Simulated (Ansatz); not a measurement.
`F[Si](Cl)(Cl)I` + `N=C=O` → `O=C=N[Si](F)(Cl)Cl` + HI at 298.15 K and 1 bar (ligand exchange at the Si–I bond).

Isolated molecules relaxed with PBE0-D4/def2-TZVP in Ansatz; ΔE leaves out vibrations. CBS: MP2 limit from def2 TZ/QZ plus the TZ coupled-cluster correction, frozen cores. This one scheme is used for every species. Elements past krypton have def2 core potentials. For I outer-core shells are correlated without core-valence functions, which leaves a few kJ/mol of doubt a bond. One conformer a species, not always the lowest.

```csv
species,CCSD(T)/CBS energy (Eh),H − E (kJ/mol),S (J/(mol·K))
`F[Si](Cl)(Cl)I`,-1606.08071,40.0,361.7
`N=C=O`,-168.51995,67.5,238.3
`O=C=N[Si](F)(Cl)Cl`,-1476.57281,78.9,389.9
HI,-298.03592,22.7,206.5
```

H − E and S are ideal-gas, rigid-rotor, harmonic terms from PBE0-D4/def2-TZVP, for one conformer and one mirror image of each species. 1 Eh = 2625.50 kJ/mol, R = 8.31446 J/(mol·K).

Task: By hand: ΔE, ΔH, ΔS and ΔG.

Result: ΔE = (-1476.57281) + (-298.03592) − (-1606.08071) − (-168.51995) = -0.00807 Eh = -21.2 kJ/mol. Δ(H − E) = 78.9 + 22.7 − 40.0 − 67.5 = -5.9, so ΔH = -27.1 kJ/mol. ΔS = 389.9 + 206.5 − 361.7 − 238.3 = -3.6 J/(mol·K). ΔG = -27.1 − 298.15 × (-3.6)/1000 = -26.0 kJ/mol.

Task: By hand: the equilibrium constant, and the temperature at which ΔG would vanish if ΔH and ΔS stayed fixed.

Result: log₁₀ K = −ΔG/(RT ln 10) = 4.6. ΔG = 0 at ΔH/ΔS = 7528 K, far beyond where these terms or the molecules hold.

The number of gas molecules stays the same, so ΔS is small and ΔH decides. A doubt of 5 kJ/mol in ΔE shifts log₁₀ K by 0.9 here. Other conformers and mirror images would add mixing entropy, several J/(mol·K) or more a flexible species. Modes under 60 cm⁻¹, often nearly free rotors, make the harmonic entropy too high. These are equilibria of isolated gas molecules and say nothing of rates. Largest T1 diagnostic: 0.018 (customary marks: 0.02 for closed shells, 0.045 for open ones).
